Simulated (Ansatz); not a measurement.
PBE exchange is replaced step by step with exact exchange (0 % is PBE, 25 % PBE0; no dispersion term), basis def2-TZVP, Ansatz. System: the cluster MnI₂. The state is a doublet with charge 0. Geometry: r2SCAN-D4/def2-TZVP.

Geometry of the doublet:

```xyz
3

Mn   -0.0007   -0.0017   -0.0038
I     1.3365    1.8092   -1.0607
I    -1.3358   -1.8074    1.0645
```

In the def2 sets I takes a core potential; there is no spin–orbit coupling. At PBE-D4/def2-TZVP, PBE with 5 % exact exchange/def2-TZVP, PBE with 10 % exact exchange/def2-TZVP, PBE with 15 % exact exchange/def2-TZVP and others the charge 0 doublet is spin-contaminated (final ⟨S²⟩ up to 2.74, 0.75 for a pure state). No other spin state of charge 0 was run. The geometry of the doublet was relaxed on an unsound state (⟨S²⟩ 2.72, where a pure state has 0.75). The structure comes from a short search, and lower isomers may exist.

HOMO and LUMO are taken over both spins.

| exact exchange (%) | HOMO (eV) | LUMO (eV) | gap (eV) | ⟨S²⟩ |
| --- | --- | --- | --- | --- |
| 0 | -5.75 | -4.96 | 0.79 | 2.691 |
| 10 | -6.64 | -4.51 | 2.13 | 2.708 |
| 15 | -7.01 | -4.25 | 2.76 | 2.714 |
| 25 | -7.61 | -3.65 | 3.96 | 2.725 |
| 35 | -8.13 | -3.01 | 5.12 | 2.733 |
| 50 | -8.84 | -2.24 | 6.60 | 2.742 |

Q: Estimate the row for 5 %.

A: 
```
exact exchange (%)  HOMO (eV)  LUMO (eV)  gap (eV)   ⟨S²⟩
                 5      -6.22      -4.75      1.48  2.700
```
